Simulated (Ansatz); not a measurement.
`CN[SiH2]N` + H₂Te → `N[SiH2][TeH]` + CH₃NH₂ at 700 K and 1 bar (ligand exchange at the Si–N bond).

Program: Ansatz. Geometries: PBE0-D4/def2-TZVP. ΔE: electronic, gas phase. CCSD(T)/CBS adds triple-zeta CCSD(T) − MP2 to the extrapolated MP2 energy (def2 sets, frozen cores). Elements past krypton have def2 core potentials. For Te outer-core shells are correlated without core-valence functions, which leaves a few kJ/mol of doubt a bond. One conformer a species, not always the lowest.

```
       species  CCSD(T)/CBS energy (Eh)  H − E (kJ/mol)  S (J/(mol·K))
   `CN[SiH2]N`               -441.39942           336.5          451.1
          H₂Te               -268.91024            57.2          261.6
`N[SiH2][TeH]`               -614.55865           196.4          427.7
        CH₃NH₂                -95.75281           207.6          296.6
```

H − E and S are ideal-gas, rigid-rotor, harmonic terms from PBE0-D4/def2-TZVP, for one conformer and one mirror image of each species. 1 Eh = 2625.50 kJ/mol, R = 8.31446 J/(mol·K).

By hand: ΔE, ΔH, ΔS and ΔG.

ΔE = (-614.55865) + (-95.75281) − (-441.39942) − (-268.91024) = -0.00180 Eh = -4.7 kJ/mol. Δ(H − E) = 196.4 + 207.6 − 336.5 − 57.2 = 10.3, so ΔH = 5.6 kJ/mol. ΔS = 427.7 + 296.6 − 451.1 − 261.6 = 11.6 J/(mol·K). ΔG = 5.6 − 700 × (11.6)/1000 = -2.5 kJ/mol.

By hand: the equilibrium constant, and the temperature at which ΔG would vanish if ΔH and ΔS stayed fixed.

log₁₀ K = −ΔG/(RT ln 10) = 0.2. ΔG = 0 at ΔH/ΔS = 483 K, though so small a ΔH makes that figure unsure.

TΔS isn't small against ΔH here. The sign of ΔG lies within the doubt. A doubt of 5 kJ/mol in ΔE shifts log₁₀ K by 0.4 here. Other conformers and mirror images would add mixing entropy, several J/(mol·K) or more a flexible species. These are equilibria of isolated gas molecules and say nothing of rates. Largest T1 diagnostic: 0.011 (customary marks: 0.02 for closed shells, 0.045 for open ones).
